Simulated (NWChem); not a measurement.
System: Br anion

NWChem input:

```
start job
memory heap 200 mb stack 900 mb global 1100 mb
charge -1
geometry units angstroms noautosym nocenter noautoz
  Br     0.000000     0.000000     0.000000
end
basis spherical
  * library aug-cc-pvdz
end
dft
  xc pbe0
  iterations 150
end
property
  response 1 0.0428
end
task dft property
```

Field at 1065 nm.

### Question
Give the results of this calculation. (PBE0/aug-cc-pVDZ.) Quantities: isotropic polarisability (bohr³); anisotropy (bohr³).

### Answer
* **isotropic polarisability (bohr³)**: 32.6
* **anisotropy (bohr³)**: 0.0
